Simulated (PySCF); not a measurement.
Gas-phase reaction: 2 GaNH2 + 2 H ⇌ Ga2H6 + 2 N

Computed with PySCF and rigid-rotor harmonic-oscillator thermochemistry at 1 bar. † marks an energy on the PBE0/def2-TZVP geometry and frequencies; other levels use their own. MP2 and CCSD(T) freeze the core. Open shells (unrestricted): H (multiplicity 2), N (multiplicity 4); the rest are closed-shell singlets. B3LYP is the form with VWN-RPA correlation. Ga: all electrons, no relativistic terms. GaNH2, Ga2H6: computed as isolated molecules; such fragments, hydroxides, amides, oligomers or adducts are transient or little studied in the gas. MP2 isn't extrapolated to the basis-set limit; its ΔH°(298 K) is 423.1 kJ in def2-SVP and 482.7 kJ in def2-TZVPP. CCSD(T) isn't extrapolated to the basis-set limit; its ΔH°(298 K) is 366.1 kJ in def2-SVP and 407.1 kJ in def2-TZVPP. The harmonic model lacks anharmonicity and excited electronic states, which grow with temperature; levels with a mode under 35 cm⁻¹ are left out.

```
level                ΔE electronic, kJ  ΔH°(298 K), kJ  ΔS°(298 K), J/K  ΔG°(1000 K), kJ
-------------------  -----------------  --------------  ---------------  ---------------
B3LYP/def2-TZVP†                   543             528             -129              657
BLYP/def2-TZVP†                    607             591             -129              720
CCSD(T)/def2-SVP†                  382             366             -129              495
CCSD(T)/def2-TZVPP†                423             407             -129              536
M06-2X/def2-TZVP†                  526             510             -129              639
MP2/def2-SVP†                      439             423             -129              552
PBE/def2-SVP                       600             585             -129              714
PBE0/def2-SVP†                     505             489             -129              619
PBE0/def2-TZVP                     518             502             -129              631
LDA/def2-TZVP†                     657             641             -129              770
ωB97M-V/def2-TZVP†                 516             500             -129              630
```
ΔH° is lowest at CCSD(T)/def2-SVP† and highest at LDA/def2-TZVP†. No reference value is set beside these.
